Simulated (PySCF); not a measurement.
PBE0 on Tb²⁺ (terbium, charge +2)

Configuration: [Xe] 4f9, one real determinant. Calculation: PySCF 2.14, in ANO-RCC-VTZP (8s7p5d3f2g1h, 104 functions); scalar relativity by spin-free X2C-1e.

* Total energy: -11707.13 hartree
* One-electron energy: -15992.08 hartree
* Hartree (Coulomb) energy: 4544.49 hartree
* Exchange-correlation energy: -259.55 hartree
* ⟨S²⟩: 8.7553
* ⟨L²⟩: 24.014
* Sum of ⟨r⟩: 35.52 bohr
* Sum of ⟨r²⟩: 38.65 bohr²
* Traceless quadrupole moment −½Σ⟨3z² − r²⟩ along its main axis: -0.287 e·bohr²
* Langevin diamagnetic susceptibility: -30.6 ×10⁻⁶ cm³/mol
* Time after the integrals: roughly 7 core-seconds

| shell | electrons | mean orbital energy (hartree) | spread (hartree) | rms radius, mean of both spins (bohr) |
| --- | --- | --- | --- | --- |
| 1s α | 1 | -1905.77984 | 0 | 0.0245 |
| 1s β | 1 | -1905.77920 | 0 | 0.0245 |
| 2s α | 1 | -317.51402 | 0 | 0.0990 |
| 2s β | 1 | -317.51088 | 0 | 0.0990 |
| 2p α | 3 | -282.70919 | 0.00838 | 0.0890 |
| 2p β | 3 | -282.70659 | 0.00797 | 0.0890 |
| 3s α | 1 | -71.34691 | 0 | 0.255 |
| 3s β | 1 | -71.26642 | 0 | 0.255 |
| 3p α | 3 | -60.50756 | 0.04894 | 0.256 |
| 3p β | 3 | -60.42357 | 0.03367 | 0.256 |
| 3d α | 5 | -46.10495 | 0.04711 | 0.235 |
| 3d β | 5 | -46.02969 | 0.02654 | 0.235 |
| 4s α | 1 | -14.83574 | 0 | 0.576 |
| 4s β | 1 | -14.64022 | 0 | 0.576 |
| 4p α | 3 | -11.23350 | 0.07888 | 0.612 |
| 4p β | 3 | -11.03054 | 0.04158 | 0.612 |
| 4d α | 5 | -6.20623 | 0.08934 | 0.674 |
| 4d β | 5 | -5.97816 | 0.03452 | 0.674 |
| 5s α | 1 | -2.39683 | 0 | 1.42 |
| 5s β | 1 | -2.30872 | 0 | 1.42 |
| 5p α | 3 | -1.51513 | 0.03183 | 1.67 |
| 5p β | 3 | -1.45014 | 0.01754 | 1.67 |
| 4f α | 7 | -0.77305 | 0.08670 | 1.02 |
| 4f β | 2 | -0.63462 | 0.00987 | 1.02 |

⟨L²⟩ = 24.01 against 30 for a pure H term, so this real determinant mixes terms. Spin-orbit coupling, absent here, splits the open shell strongly.

Densities and radii are taken from the X2C orbitals without a picture-change correction, which distorts them close to the nucleus.
